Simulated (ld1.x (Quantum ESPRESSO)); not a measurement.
# carbon (C), TM: configuration errors across variants

carbon (C), norm-conserving Troullier–Martins (Kleinman–Bylander form), made with ld1.x (Quantum ESPRESSO) 7.5 (LDA (PZ), scalar-relativistic). Core [He], reference 2s2 2p2. Waves: 2p (bound): rc 2.70 bohr; 2s (bound): rc 1.05 bohr. Local part: the s channel. Core correction: none.

All-electron excitation energies from the reference (eV): (1) 2s2 2p1 10.988; (2) 2s2 2p0 35.247; (3) 2s1 2p0 83.217; (4) 2s1 2p3 8.242; (5) 2s2 2p2.3 -1.199; (6) 2s2 2p1.5 4.029; (7) 2s1 2p2 19.482; (8) 2s2 2p2 spin -1.128; (9) 2s2 2p1 spin 10.591.

Spin tests fill each open shell by Hund’s rule, majority spin first.

3 further variants failed, have other tests or another functional or relativity, and are left out.

Errors AE − PS in meV (a dash: test not solved or not reliable):

```tsv
change	(1)	(2)	(3)	(4)	(5)	(6)	(7)	(8)	(9)	bound ghosts
base	+90	+781	+1589	-10	+1.4	+13	-83	+46	+99	none
local potential all-electron potential smoothed inside 1.05 bohr (lloc = -1)	+91	+785	+1596	-10	+1.4	+13	-82	+46	+100	none
all radii scaled by about 0.88 (s 0.92, p 2.38 bohr)	+55	+518	+1101	-0.6	+0.7	+7.7	-49	+72	+78	none
type PAW; waves now 2s (bound): rcut 0.90, rcutus 1.05 bohr; 2s channel at 0.45 Ry: rcut 0.90, rcutus 1.05 bohr; 2p (bound): rcut 2.35, rcutus 2.70 bohr; 2p channel at 0.2 Ry: rcut 2.35, rcutus 2.70 bohr; local potential all-electron potential smoothed inside 2.60 bohr (lloc = -2); core correction a·sin(br)/r model core, default radius (ld1.x builds one for every PAW set, though the input has nlcc=.false.); augmentation BESSEL, radius 1.00 bohr	+73	+247	+160	+29	+3.4	+16	-5.5	–	–	none
wave 2p (bound): rc 2.70 bohr becomes 2p (bound): rc 3.96 bohr	+363	+2478	+4713	-104	+9.2	+63	-253	-69	+318	none
wave 2s (bound): rc 1.05 bohr becomes 2s (bound): rc 1.08 bohr	+90	+782	+1589	-10	+1.4	+13	-83	+46	+99	none
```

(1) Give the same row for: core correction a·sin(br)/r model core inside 0.54 bohr.

Results:

(1) +89, +767, +1484, -12, +1.4, +13, -88, +9.6, +83; bound ghosts: none.
